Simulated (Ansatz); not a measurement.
Mulliken charges of `CB(S)S` from r2SCAN/def2-TZVPP in Ansatz (PBE0-D4/def2-TZVP geometry).

| atom | x (Å) | y (Å) | z (Å) | charge (e) |
| --- | --- | --- | --- | --- |
| C1 | -0.159 | 0.422 | 1.090 | -0.247 |
| B2 | -0.090 | -0.035 | -0.406 | 0.159 |
| S3 | 1.139 | -1.202 | -1.016 | -0.161 |
| S4 | -1.293 | 0.637 | -1.562 | -0.147 |
| H5 | -0.299 | -0.443 | 1.746 | 0.073 |
| H6 | 0.784 | 0.890 | 1.389 | 0.074 |
| H7 | -0.965 | 1.130 | 1.290 | 0.063 |
| H8 | 1.774 | -1.408 | 0.149 | 0.094 |
| H9 | -0.890 | 0.010 | -2.680 | 0.092 |

Task: By hand: the dipole of these point charges (1 e Å = 4.8032 D).

Result: Σ q r = (0.092, -0.037, 0.138) e Å, of length 0.170 e Å = 0.82 D.

Task: How does the dipole of the full density compare? (Estimate.)

Result: The calculation gave: (0.119, -0.046, 0.190) e Å, 1.10 D; the point charges give 0.75 times that, at 2° from its direction.

Point charges leave out the atoms' own dipoles, such as those of lone pairs, and Mulliken's split depends on the basis, so the two needn't agree.
